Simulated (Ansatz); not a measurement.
Gas-phase electronic energies from Ansatz, PBE0-D4/def2-TZVP geometries. CCSD(T)/CBS is the MP2 limit (def2-TZVPP, def2-QZVPP) plus CCSD(T) − MP2 in def2-TZVPP, frozen cores. DFT in def2-TZVPP. Elements past krypton have def2 core potentials. For Sn outer-core shells are correlated without core-valence functions, which leaves a few kJ/mol of doubt a bond. Each species was taken in one conformer, which may not be the lowest.

`B[CH2][SnH2][F]` + `C=C(N)B(C)O` → `C=[C](N)[SnH2][F]` + `BCB(C)O`  (redistribution)

Question: Is it downhill or uphill in electronic energy at CCSD(T)/CBS, and by how much? (Best estimate.)

Answer: Computed: Uphill: ΔE = +27.7 kJ/mol.

Question: What do these levels give: r2SCAN-D4, ωB97X-V, PBE, PBE0, HF/def2-TZVPP, MP2/def2-QZVPP? (Best estimate.)

Answer: The calculation gave: r2SCAN-D4 25.3, ωB97X-V 21.7, PBE 24.5, PBE0 25.3, HF/def2-TZVPP 22.9, MP2/def2-QZVPP 27.3 kJ/mol.

Largest T1 diagnostic among the species: 0.014.

In def2-TZVPP, CCSD(T) changes the Hartree–Fock value by +3.4 kJ/mol (the triples alone add +1.0 kJ/mol) and MP2 by +3.5 kJ/mol.
